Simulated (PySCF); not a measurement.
A small calculation by hand: refractive index and permittivity of the vapour

Te(SiH3)2 (H6Si2Te), SMILES [Te]([SiH3])[SiH3].

Coordinates come from a B3LYP-D3(BJ)/def2-SVP optimisation. The def2 effective core potentials stand for the cores of Te; spin–orbit coupling is left out.

PySCF with PBE/def2-TZVPD gives a mean static polarisability of 108.2 bohr³ and a dipole moment of 0.51 D. Take an ideal gas at 298.15 K and 0.01 bar, whether or not the substance is that volatile.

**Question.** Work out n − 1 in the optical limit and the static ε − 1.

**Answer.** 
Polarisability volume α' = 108.2 × 0.148185 = 16.03 Å³. Number density N = p/kT = 2.43e-7 Å⁻³.
Dilute limit of Lorentz–Lorenz: n − 1 = 2π N α' = 2.4e-5.
Orientation term of Debye: μ²/(3kT) = 8.098 Å³ × μ²(D²) = 2.11 Å³.
ε − 1 = 4π N (α' + μ²/3kT) = 5.5e-5. Orientation of the dipole supplies 12 % of the static response; it can't follow optical fields. Vibrational polarisation and dispersion are left out.
